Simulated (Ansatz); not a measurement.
Consider the redistribution: `[GaH2][Br]` + `[Li][N](C)C` → `C[N](C)[GaH][Br]` + `[LiH]`.

Computed with Ansatz on PBE0-D4/def2-TZVP structures; ΔE is electronic, products minus reactants. CCSD(T)/CBS adds triple-zeta CCSD(T) − MP2 to the extrapolated MP2 energy (def2 sets, frozen cores). DFT in def2-TZVPP. For Br, Ga, Li outer-core shells are correlated without core-valence functions, which leaves a few kJ/mol of doubt a bond. Scalar relativity is left out up to krypton. One conformer a species, not always the lowest.

CCSD(T)/CBS gives -0.06 eV.

(1) Another level gave +0.03 eV. Which?
A. LDA (SPW92)/def2-TZVPP
B. r2SCAN0/def2-TZVPP
C. PBE0/def2-TZVPP
D. BLYP/def2-TZVPP

Largest T1 diagnostic among the species: 0.012.

Results:

(1) B. r2SCAN0 0.03, PBE0 0.10, BLYP 0.21, LDA (SPW92) -0.03 eV.

In def2-TZVPP, CCSD(T) changes the Hartree–Fock value by −0.08 eV (the triples alone add −0.02 eV) and MP2 by −0.07 eV. Leaving LDA and LC-ωPBE aside and taking each functional with its dispersion term where it has one, the values, not all of them listed here, spread over 0.18 eV, from B97M-V to B2PLYP. LDA lies −0.17 eV from PBE without D4.
